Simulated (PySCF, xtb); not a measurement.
C2H5ClFNSi, SMILES N[Si@H](Cl)/C=C/F.

Geometry: TPSSh-D3(BJ)/def2-SVP. The structure was generated by enumeration; whether it is a known compound was not checked. Other conformers were not sampled.

Method: IEF-PCM-PBE0/def2-SVP in PySCF 2.14.0.

The values are the electrostatic part of the solvation free energy, E(continuum) − E(gas) at the gas-phase geometry, in a cavity of scaled van der Waals radii (PySCF's table); cavitation and dispersion terms are not included. In vacuum the orbital gap is 7.38 eV. The dipole moment in vacuum is 2.02 D.

| solvent | ε | ΔG(elec) (kcal/mol) | dipole (D) | gap (eV) |
|---|---|---|---|---|
| water | 78.36 | -4.8 | 2.51 | 7.34 |
| 1-octanol | 9.86 | -4.2 | 2.45 | 7.34 |
| chloroform | 4.71 | (withheld) | (withheld) | (withheld) |

Task: Some entries are withheld; supply them. (An estimate is asked for; the answer gives what the named calculation found.)

Result: 
- chloroform, ΔG(elec) (kcal/mol): -3.5
- chloroform, dipole (D): 2.38
- chloroform, gap (eV): 7.35

For comparison, GFN2-xTB/ALPB(water) (xtb, at the GFN2-xTB geometry, all terms of that model) gives -5.0 kcal/mol.
